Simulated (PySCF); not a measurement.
Computed shifts of a molecule CH₈FNSi₂, HF/pcSseg-1 in PySCF, GIAO, gas phase, atoms alike by connectivity averaged where their shifts nearly agree, in ppm (number of nuclei): ¹⁵N: 20.8 (1). ¹³C: 23.3 (1). ²⁹Si: -2.5 (1), -54.5 (1). ¹⁹F: -207.8 (1). ¹H: 5.19 (2), 3.81 (1), 3.51 (1), 2.63 (1), 2.47 (1), 0.43 (2). References: ¹⁵N against NH3 (σ = 267.3 ppm); ¹³C against TMS (σ = 192.6 ppm); ²⁹Si against TMS (σ = 393.8 ppm); ¹⁹F against CFCl3 (σ = 238.5 ppm); ¹H against TMS (σ = 31.99 ppm), references at their B3LYP-D3(BJ)/def2-TZVP geometries, non-relativistic. Coordinates come from a PBE0-D3(BJ)/def2-SVP optimisation. One conformer was computed; it need not be the lowest.

Question: Which molecule gave these data?
A. NC[SiH2][SiH2]F
B. FC[SiH2]N[SiH3]
C. N[Si@H]([SiH3])CF
D. N[SiH2][SiH2]CF

Answer: A, NC[SiH2][SiH2]F
